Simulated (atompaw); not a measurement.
Building the PAW (atompaw) potential for Ga (PBE, scalar-relativistic).

atompaw 4.2.0.5 input, output lines left out:

```
Ga 31
GGA-PBE scalarrelativistic loggrid 1500 logderivrange -3 5 201
4 4 3 0 0 0
4 1 1
0 0 0
c
c
c
v
c
c
v
v
2
2.95 2.75 2.60 2.40
y
0.05
n
y
4.15
n
y
2.65
n
custom rrkj vanderbiltortho sinc
bessel
2.95
2.00
2.95
2.95
0.80
0.80
```

All-electron outer shells of the reference configuration (PBE, scalar-relativistic, ld1.x):

```
shell  level (eV)  outermost node (bohr)  outermost maximum (bohr)
   3s     -148.13                   0.27                      0.56
   3p      -98.86                   0.24                      0.56
   3d      -19.15                      –                      0.53
   4s       -8.95                   0.81                      1.90
   4p       -2.58                   0.87                      2.53
```

(1) Estimate the cutoffs (Ry, on a coarse ladder) from which the occupation-weighted sum of valence levels, in a spherical-Bessel basis at the reference potential, stays within 10 and 1 mRy of its value at 400 Ry.

(2) What does a ghost test show?

(3) Is the overlap operator S = 1 + Σ q|β⟩⟨β| positive definite (Bessel basis up to 400 Ry)?

(4) Which valence shell sets the plane-wave cutoff?

Answers

(1) 260 Ry and over 300 Ry.

(2) No extra level below or beside the all-electron valence levels (s, p, d, f tested).

(3) Yes: its lowest eigenvalue is 0.70 (s channel).

(4) 3d: its level needs 260 Ry to come within 1 mRy, against 6 Ry for 4s.
